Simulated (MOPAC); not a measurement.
MOPAC input (PM6):

```
PM6 FORCE THERMO(298,298) PRECISE LET CHARGE=1 GEO-OK AUX(PRECISION=9) THREADS=1
HOSi

O    -0.00000000 1    0.00000000 1   -0.91042298 1
Si    0.00000000 1   -0.00000000 1    0.65333359 1
H     0.00000000 1   -0.00000000 1   -1.85123625 1
```

Output:

```
 *******************************************************************************
 **                                                                           **
 **                              MOPAC v23.2.5                                **
 **                                                                           **
 *******************************************************************************
 ** MOPAC's Digital Object Identifier: https://doi.org/10.5281/zenodo.6511958 **
 **                                                                           **
 ** Please cite the open-source release paper for use of this MOPAC version:  **
 ** J. E. Moussa and J. J. P. Stewart (2026)                                  **
 ** MOPAC: An open-source semiempirical molecular orbital program             **
 ** J. Open Source Softw., 11(119), 8025, https://doi.org/10.21105/joss.08025 **
 *******************************************************************************

                              PM6 CALCULATION RESULTS

 *******************************************************************************
 *  PM6        - The PM6 Hamiltonian to be used
 *  GEO-OK     - OVERRIDE INTERATOMIC DISTANCE AND OTHER SAFETY CHECKS
 *
 *
 *
 *                 CHARGE ON SYSTEM = +1
 *
 *
 *
 *  LET        - OVERRIDE SOME SAFETY CHECKS
 *  PRECISE    - TIGHTER CRITERIA TO BE USED
 *  FORCE      - FORCE CALCULATION SPECIFIED
 *  AUX        - OUTPUT AUXILIARY INFORMATION
 *  THERMO     - THERMODYNAMIC QUANTITIES TO BE CALCULATED
 *******************************************************************************
PM6 FORCE THERMO(298,298) PRECISE LET CHARGE=1 GEO-OK AUX(PRECISION=9) THREADS=1
 HOSi

   ATOM   CHEMICAL          X               Y               Z
  NUMBER   SYMBOL      (ANGSTROMS)     (ANGSTROMS)     (ANGSTROMS)

     1       O         -0.00000000  *   0.00000000  *  -0.91042298  *
     2      Si          0.00000000  *  -0.00000000  *   0.65333359  *
     3       H          0.00000000  *  -0.00000000  *  -1.85123625  *

          CARTESIAN COORDINATES

    NO.       ATOM           X           Y           Z

     1         O         -0.0000      0.0000     -0.9104
     2        Si          0.0000     -0.0000      0.6533
     3         H          0.0000     -0.0000     -1.8512

 General Reference for PM6:
 "Optimization of Parameters for Semiempirical Methods V: Modification of NDDO Approximations
 and Application to 70 Elements", J. J. P. Stewart, J. Mol. Mod., 13, 1173-1213 (2007)
 URL: https://link.springer.com/article/10.1007/s00894-007-0233-4

           Empirical Formula: H O Si  =     3 atoms

      MOLECULAR POINT GROUP   :   C*v

      RHF CALCULATION, NO. OF DOUBLY OCCUPIED LEVELS = 5

          HEAT OF FORMATION =     139.633875 KCALS/MOLE

          CARTESIAN COORDINATE DERIVATIVES

   NUMBER  ATOM         X            Y            Z

     1       O     -0.014786     0.000000     0.000000
     2      Si      0.014551     0.000000     0.000000
     3       H      0.000235     0.000000     0.000000

 DIPOLE           X         Y         Z       TOTAL
 POINT-CHG.     6.312     0.000    -0.000     6.312
 HYBRID         0.757     0.000     0.000     0.757
 SUM            7.069     0.000    -0.000     7.069

          GRADIENT NORM =   0.02075

          MOLECULAR WEIGHT =   45.09

          ROTATIONAL CONSTANTS IN CM(-1)

          A =    0.00000000   B =    0.58897011   C =    0.58897011

           PRINCIPAL MOMENTS OF INERTIA IN UNITS OF 10**(-40)*GRAM-CM**2

          A =        0.0000   B =       47.5283   C =       47.5283

          ORIENTATION OF MOLECULE IN FORCE CALCULATION

    NO.       ATOM         X         Y         Z

     1          O      -0.9529   -0.0000    0.0000
     2         Si       0.6108   -0.0000    0.0000
     3          H      -1.8938    0.0000   -0.0000

    FIRST DERIVATIVES WILL BE USED IN THE CALCULATION OF SECOND DERIVATIVES

    FOR POINT-GROUP C*v  THERE ARE  84 UNIQUE SYMMETRY FUNCTIONS.

(To convert to Hartree/Bohr^2, multiply by (10^(-21) x N x a0^2)/(4.184 x 627.51) =  0.0642)

           FORCE MATRIX IN MILLIDYNES/ANGSTROM

                  O  1      Si  2       H  3
 ------------------------------------------
     O    1   5.449247
    Si    2   2.837366   3.509435
     H    3   2.620781   0.747345   3.256551

          HEAT OF FORMATION =     139.633875 KCALS/MOLE

          ZERO POINT ENERGY       6.687 KCAL/MOL

           NORMAL COORDINATE ANALYSIS (Total motion = 1 Angstrom)

   Root No.       1         2         3         4

                 1 Sig     1 Pi      1 Pi      2 Sig

                 740.4     778.5     778.5    2380.1

           1    0.4305    0.0000    0.0000   -0.0493
           2    0.0000   -0.0898    0.0039   -0.0000
           3    0.0000   -0.0039   -0.0898    0.0000
           4   -0.2565   -0.0000   -0.0000   -0.0058
           5   -0.0000    0.0192   -0.0008    0.0000
           6   -0.0000    0.0008    0.0192   -0.0000
           7    0.3130   -0.0000   -0.0000    0.9449
           8   -0.0000    0.8900   -0.0389    0.0000
           9   -0.0000    0.0389    0.8900    0.0000

           MASS-WEIGHTED COORDINATE ANALYSIS (NORMAL COORDINATES)

   Root No.       1         2         3         4

                 1 Sig     1 Pi      1 Pi      2 Sig

                 740.4     778.5     778.5    2380.1

           1    0.7770    0.0000    0.0000   -0.2036
           2    0.0000   -0.3709    0.0062   -0.0000
           3    0.0000   -0.0062   -0.3709    0.0000
           4   -0.6133   -0.0000   -0.0000   -0.0317
           5   -0.0000    0.1051   -0.0018    0.0000
           6   -0.0000    0.0018    0.1051   -0.0000
           7    0.1418   -0.0000   -0.0000    0.9785
           8   -0.0000    0.9226   -0.0154    0.0000
           9   -0.0000    0.0154    0.9226    0.0000

          DESCRIPTION OF VIBRATIONS

 VIBRATION          1    1Sig        ATOM PAIR     ENERGY CONTRIBUTION    RADIAL
 FREQUENCY           740.44         O 1 -- Si2         +74.7% (107.7%)    100.0%
 TRANSITION DIPOLE   2.3159         O 1 -- H 3         +25.3% ( 62.7%)    100.0%
 TRAVEL (Ang.)       0.0964
 REDUCED MASS        9.8061
 EFFECTIVE MASS     21.1871
 FORCE CONSTANT      3.1676

 VIBRATION          3    1Pi         ATOM PAIR     ENERGY CONTRIBUTION    RADIAL
 FREQUENCY           778.47         O 1 -- H 3         +97.8% ( 98.9%)      0.0%
 TRANSITION DIPOLE   1.2902         O 1 -- Si2          +2.2% ( 14.9%)      0.0%
 TRAVEL (Ang.)       0.2890
 REDUCED MASS        1.0368
 EFFECTIVE MASS      2.1424
 FORCE CONSTANT      0.3702

 VIBRATION          4    2Sig        ATOM PAIR     ENERGY CONTRIBUTION    RADIAL
 FREQUENCY          2380.06         O 1 -- H 3         +99.6% ( 99.9%)    100.0%
 TRANSITION DIPOLE   1.6220         O 1 -- Si2          +0.4% (  6.1%)    100.0%
 TRAVEL (Ang.)       0.1725
 REDUCED MASS        0.9517
 EFFECTIVE MASS      1.2972
 FORCE CONSTANT      3.1762

      SYMMETRY NUMBER FOR POINT-GROUP C*v =  1

          SYSTEM IS A GROUND STATE

 HOSi

          MOLECULE IS LINEAR

          THERE ARE  4 GENUINE VIBRATIONS IN THIS SYSTEM
          THIS THERMODYNAMICS CALCULATION IS LIMITED TO
          MOLECULES WHICH HAVE NO INTERNAL ROTATIONS

                    CALCULATED THERMODYNAMIC PROPERTIES
                                          *
   TEMP. (K)   PARTITION FUNCTION   H.O.F.    ENTHALPY  HEAT CAPACITY ENTROPY
                                   KCAL/MOL   CAL/MOLE    CAL/K/MOL  CAL/K/MOL

 298.00  VIB.     0.1079D+01                   167.3688     2.1283     0.7119
         ROT.     0.3517D+03                   592.1869     1.9872    13.6375
         INT.     0.3793D+03                   759.5557     4.1155    14.3494
         TRA.     0.2927D+27                  1480.4672     4.9680    37.3417
         TOT.                      139.634    2240.0229     9.0835    51.6911

   *: NOTE: HEATS OF FORMATION ARE RELATIVE TO THE
            ELEMENTS IN THEIR STANDARD STATE AT 298K
              (=  Standard Enthalpy of Formation).

            Hvib:  Zero-point energy is not included.
                   frequencies of less than zero cm-1 are not included.
            Hrot = (3/2)RT
            Htra = (3/2)RT + pV = (5/2)RT

            Heat capacity is Cp, not Cv

          For more information, see: HTTP://OpenMOPAC.net/Manual/thermochemistry.html

           FORCE CONSTANT IN CARTESIAN COORDINATES (Millidynes/A)

    ATOM   CHEMICAL       X               Y               Z
   NUMBER   SYMBOL  FORCE CONSTANT  FORCE CONSTANT  FORCE CONSTANT

      1       O        5.333648        0.786234        0.786234
      2      Si        3.506823        0.111180        0.111180
      3       H        3.227632        0.306382        0.306382

 **********************
 *                    *
 * JOB ENDED NORMALLY *
 *                    *
 **********************

 == MOPAC DONE ==
```

The dipole moment of an ion depends on the origin.
